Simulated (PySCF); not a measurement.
Two-component Hartree-Fock for Rh (rhodium, neutral)

Start: [Kr] 4d9; 4d3/2 filled at m_j = -3/2, -1/2, +1/2, +3/2; 4d5/2 filled at m_j = -3/2, -1/2, +1/2, +3/2, +5/2. Calculated with PySCF 2.14 in x2c-SVPall-2c with one added diffuse shell each of s, p, d type (7s9p7d1f, 76 functions): generalised Hartree-Fock with the X2C-1e Hamiltonian and a Gaussian nucleus; one run each with spin-orbit coupling (SO) switched off, then screened by Boettger's factors. This is a chosen level, not necessarily the ground level.

```json
{"spinor shell": "1s1/2", "electrons": "2", "ε, spin-free (eV)": "-23335.0", "ε, screened SO (eV)": "-23333.5", "weight of nominal j (screened SO)": "1.000", "rms radius, screened SO (bohr)": "0.0375"}
{"spinor shell": "2s1/2", "electrons": "2", "ε, spin-free (eV)": "-3460.6", "ε, screened SO (eV)": "-3460.2", "weight of nominal j (screened SO)": "1.000", "rms radius, screened SO (bohr)": "0.154"}
{"spinor shell": "2p1/2", "electrons": "2", "ε, spin-free (eV)": "-3095.1", "ε, screened SO (eV)": "-3195.3", "weight of nominal j (screened SO)": "1.000", "rms radius, screened SO (bohr)": "0.134"}
{"spinor shell": "2p3/2", "electrons": "4", "ε, spin-free (eV)": "-3095.1", "ε, screened SO (eV)": "-3048.5", "weight of nominal j (screened SO)": "1.000", "rms radius, screened SO (bohr)": "0.138"}
{"spinor shell": "3s1/2", "electrons": "2", "ε, spin-free (eV)": "-650.41", "ε, screened SO (eV)": "-650.29", "weight of nominal j (screened SO)": "1.000", "rms radius, screened SO (bohr)": "0.415"}
{"spinor shell": "3p1/2", "electrons": "2", "ε, spin-free (eV)": "-526.91", "ε, screened SO (eV)": "-544.77", "weight of nominal j (screened SO)": "1.000", "rms radius, screened SO (bohr)": "0.412"}
{"spinor shell": "3p3/2", "electrons": "4", "ε, spin-free (eV)": "-526.91", "ε, screened SO (eV)": "-518.52", "weight of nominal j (screened SO)": "1.000", "rms radius, screened SO (bohr)": "0.422"}
{"spinor shell": "3d3/2", "electrons": "4", "ε, spin-free (eV)": "-329.62", "ε, screened SO (eV)": "-332.69", "weight of nominal j (screened SO)": "0.999", "rms radius, screened SO (bohr)": "0.401"}
{"spinor shell": "3d5/2", "electrons": "6", "ε, spin-free (eV)": "-329.62", "ε, screened SO (eV)": "-327.44", "weight of nominal j (screened SO)": "0.999", "rms radius, screened SO (bohr)": "0.405"}
{"spinor shell": "4s1/2", "electrons": "2", "ε, spin-free (eV)": "-97.709", "ε, screened SO (eV)": "-97.679", "weight of nominal j (screened SO)": "1.000", "rms radius, screened SO (bohr)": "1.05"}
{"spinor shell": "4p1/2", "electrons": "2", "ε, spin-free (eV)": "-60.583", "ε, screened SO (eV)": "-64.051", "weight of nominal j (screened SO)": "0.983", "rms radius, screened SO (bohr)": "1.16"}
{"spinor shell": "4p3/2", "electrons": "4", "ε, spin-free (eV)": "-60.583", "ε, screened SO (eV)": "-58.921", "weight of nominal j (screened SO)": "0.992", "rms radius, screened SO (bohr)": "1.19"}
{"spinor shell": "4d3/2", "electrons": "4", "ε, spin-free (eV)": "-8.359", "ε, screened SO (eV)": "-8.931", "weight of nominal j (screened SO)": "0.852", "rms radius, screened SO (bohr)": "1.81"}
{"spinor shell": "4d5/2", "electrons": "5", "ε, spin-free (eV)": "-8.359", "ε, screened SO (eV)": "-7.913", "weight of nominal j (screened SO)": "0.867", "rms radius, screened SO (bohr)": "1.93"}
```

```
   quantity    spin-free  screened SO
E (hartree)  -4780.33859  -4781.06210
        M_J          5/2          5/2
       ⟨J²⟩        9.382        9.596
       ⟨L²⟩        6.542        6.580
       ⟨S²⟩        0.840        0.863
```

The determinant has a definite M_J but mixes levels of different J.

Each row is a mean over spinors that exchange with the open shell spreads, by up to 4.591 eV (4p3/2).

Rows whose weight is well below 1 are mixtures of j = l ± 1/2: exchange outweighs spin-orbit coupling there, and the label is only the starting occupation.

Breit and QED terms are absent; they matter most for the inner s and p1/2 levels.

Densities and radii are taken from the X2C orbitals without a picture-change correction, which distorts them close to the nucleus.

Without spin-orbit coupling the j labels of p, d and f shells carry no meaning; the spin-free column gives the mean over the occupied spinors of each nl shell, and its ⟨J²⟩ belongs to a mixture of degenerate components.
